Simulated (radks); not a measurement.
Fractional charge and spin in the 6s shell of dysprosium: the spin-up occupation runs from 0 to 1 and the spin-down occupation from 0 to 1; the fullest corner is Dy, [Xe] 4f(up 5, down 5) 6s(up 1, down 1). All-electron calculation, scalar-relativistic Kohn-Sham, BLYP, spin-polarised, spherical densities, finite nucleus; Fermi nuclear charge, rms radius of each element as measured or else 0.836 A^(1/3) + 0.57 fm. Program: a radial shooting solver on a logarithmic mesh with Libxc functionals. Energy (eV) minus the two flat planes that join the four corners (they meet along the diagonal where the two added fractions sum to one electron); zero is where a piecewise linear energy would lie.

| down \ up | 0 | 0.25 | 0.5 | 0.75 | 1 |
|---|---|---|---|---|---|
| 0 | 0.000 | -0.532 | -0.705 | -0.526 | 0.000 |
| 0.25 | -0.532 | -0.676 | -0.464 | 0.094 | -0.474 |
| 0.5 | -0.705 | -0.464 | 0.125 | -0.414 | -0.625 |
| 0.75 | -0.526 | 0.094 | -0.414 | -0.597 | -0.464 |
| 1 | 0.000 | -0.474 | -0.625 | -0.464 | 0.000 |

Corners above the fullest one (they belong to Dy+ and the next ion): (up 1, down 0) 6.067 eV, (up 0, down 1) 6.067 eV, (up 0, down 0) 17.995 eV. With half an added electron in each spin the energy lies 0.125 eV from the planes, and with half an added electron in spin up alone -0.705 eV. The planes are only a guide here: the flat-plane condition holds for ground states with one frontier orbital, while this shell lies below other occupied shells, so the corners above the fullest one are inner-hole states and not the ground states of those ions.
